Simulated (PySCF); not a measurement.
Compound: C3H10OSi.
Structure used (PBE0-D3(BJ)/def2-SVP), in Å, numbered top down from 1:
```xyz
15
C3H10OSi angstrom
C     -0.6721    1.3280    0.4622
C     -0.3217   -0.1486    0.5418
C     -1.5495   -1.0351    0.5974
O      0.4402   -0.5436   -0.5849
Si     2.0520   -0.2184   -0.8279
H     -1.2744    1.6367    1.3299
H     -1.2493    1.5301   -0.4535
H      0.2333    1.9542    0.4399
H      0.2778   -0.3194    1.4600
H     -1.2536   -2.0934    0.6293
H     -2.1581   -0.8122    1.4865
H     -2.1676   -0.8797   -0.3005
H      2.8171   -0.4403    0.4417
H      2.5243   -1.1528   -1.8855
H      2.2921    1.1892   -1.2766
```

Computed, not measured: PySCF 2.14.0, PBE0-D3(BJ)/def2-SVP geometry optimisation, gas phase.

Masses are those of the commonest isotopes; rigid-rotor values at the optimised geometry. The values belong to one conformer with, in the numbering `[CH3:1][CH:2]([CH3:3])[O:4][SiH3:5]`, C1–C2–O4–Si5 76°.

Give the principal moments of inertia and the rotational constants in MHz.

Ia = 68.58, Ib = 222.88, Ic = 268.79 u·Å²; 505379 MHz·u·Å²/I gives A = 7369, B = 2267, C = 1880 MHz.

Classify the top.

An asymmetric top; Ray's κ = -0.859.

What does the inertial defect say?

Not planar: Δ = Ic − Ia − Ib = -22.68 u·Å². For a rigid frame Δ = −2 Σ m c², so Σ m c² = 11.34 u·Å² lies off the ab plane: 8.13 from hydrogen and 3.21 from heavier atoms. The atom farthest from that plane is 1.54 Å away.

Give the other two planar moments, Paa and Pbb, and the rms extents of the mass along the axes.

Paa = Σ m a² = (Ib + Ic − Ia)/2 = 211.54 and Pbb = Σ m b² = (Ia + Ic − Ib)/2 = 57.25 u·Å². With the mass M = 90.05 u, the rms extents √(P/M) along a, b and c are 1.53, 0.80, 0.35 Å.

Where do the levels up to J = 5 lie, in cm⁻¹?

Above 0(0,0):
J = 1: 1(0,1) 0.1384, 1(1,1) 0.3085, 1(1,0) 0.3214
J = 2: 2(0,2) 0.4143, 2(1,2) 0.5723, 2(1,1) 0.6110, 2(2,1) 1.1215, 2(2,0) 1.1222
J = 3: 3(0,3) 0.8266, 3(1,3) 0.9675, 3(1,2) 1.0450, 3(2,2) 1.5366, 3(2,1) 1.5401, 3(3,1) 2.4201, 3(3,0) 2.4201
J = 4: 4(0,4) 1.3730, 4(1,4) 1.4938, 4(1,3) 1.6228, 4(2,3) 2.0894, 4(2,2) 2.0999, 4(3,2) 2.9748, 4(3,1) 2.9750, 4(4,1) 4.2099, 4(4,0) 4.2099
J = 5: 5(0,5) 2.0512, 5(1,5) 2.1504, 5(1,4) 2.3435, 5(2,4) 2.7796, 5(2,3) 2.8037, 5(3,3) 3.6688, 5(3,2) 3.6695, 5(4,2) 4.9033, 5(4,1) 4.9033, 5(5,1) 6.4914, 5(5,0) 6.4914
The levels of one J sum to (2J + 1)J(J + 1)(A + B + C)/3.

Predict some low-J microwave lines.

The dipole components are |μa| = 0.69 D, |μb| = 0.60 D, |μc| = 0.68 D. Intensities carry the squares of the components, which stand as 1.00 : 0.76 : 0.98 (a : b : c). Some lines, for components of 0.1 D or more:

```json
{"type": "a", "branch": "Q", "J(Ka,Kc)": "3(1,2) ← 3(1,3)", "MHz": "2323", "lower level (cm⁻¹)": "0.968"}
{"type": "b", "branch": "R", "J(Ka,Kc)": "2(0,2) ← 1(1,1)", "MHz": "3173", "lower level (cm⁻¹)": "0.309"}
{"type": "c", "branch": "Q", "J(Ka,Kc)": "1(1,1) ← 1(0,1)", "MHz": "5101", "lower level (cm⁻¹)": "0.138"}
{"type": "b", "branch": "Q", "J(Ka,Kc)": "3(1,2) ← 3(0,3)", "MHz": "6549", "lower level (cm⁻¹)": "0.827"}
{"type": "b", "branch": "R", "J(Ka,Kc)": "3(0,3) ← 2(1,2)", "MHz": "7623", "lower level (cm⁻¹)": "0.572"}
{"type": "a", "branch": "R", "J(Ka,Kc)": "2(1,2) ← 1(1,1)", "MHz": "7908", "lower level (cm⁻¹)": "0.309"}
{"type": "a", "branch": "R", "J(Ka,Kc)": "3(2,2) ← 2(2,1)", "MHz": "12443", "lower level (cm⁻¹)": "1.122"}
{"type": "a", "branch": "R", "J(Ka,Kc)": "3(1,2) ← 2(1,1)", "MHz": "13010", "lower level (cm⁻¹)": "0.611"}
{"type": "c", "branch": "Q", "J(Ka,Kc)": "2(2,1) ← 2(1,1)", "MHz": "15304", "lower level (cm⁻¹)": "0.611"}
{"type": "a", "branch": "R", "J(Ka,Kc)": "4(3,1) ← 3(3,0)", "MHz": "16635", "lower level (cm⁻¹)": "2.420"}
{"type": "b", "branch": "Q", "J(Ka,Kc)": "3(2,2) ← 3(1,3)", "MHz": "17059", "lower level (cm⁻¹)": "0.968"}
{"type": "c", "branch": "R", "J(Ka,Kc)": "4(1,3) ← 3(0,3)", "MHz": "23869", "lower level (cm⁻¹)": "0.827"}
{"type": "b", "branch": "Q", "J(Ka,Kc)": "3(3,1) ← 3(2,2)", "MHz": "26487", "lower level (cm⁻¹)": "1.537"}
{"type": "b", "branch": "Q", "J(Ka,Kc)": "4(3,2) ← 4(2,3)", "MHz": "26544", "lower level (cm⁻¹)": "2.089"}
{"type": "c", "branch": "R", "J(Ka,Kc)": "3(2,2) ← 2(1,2)", "MHz": "28908", "lower level (cm⁻¹)": "0.572"}
{"type": "c", "branch": "R", "J(Ka,Kc)": "4(2,3) ← 3(1,3)", "MHz": "33633", "lower level (cm⁻¹)": "0.968"}
{"type": "b", "branch": "Q", "J(Ka,Kc)": "4(4,1) ← 4(3,2)", "MHz": "37027", "lower level (cm⁻¹)": "2.975"}
{"type": "c", "branch": "R", "J(Ka,Kc)": "3(3,0) ← 2(2,0)", "MHz": "38910", "lower level (cm⁻¹)": "1.122"}
{"type": "c", "branch": "R", "J(Ka,Kc)": "4(3,1) ← 3(2,1)", "MHz": "43018", "lower level (cm⁻¹)": "1.540"}
{"type": "b", "branch": "R", "J(Ka,Kc)": "4(4,0) ← 3(3,1)", "MHz": "53658", "lower level (cm⁻¹)": "2.420"}
```

Whether it is a minimum is left open (no frequencies). Zero-point vibration and centrifugal distortion are left out. A rigid rotor knows nothing of internal rotation, which can split or shift real lines.
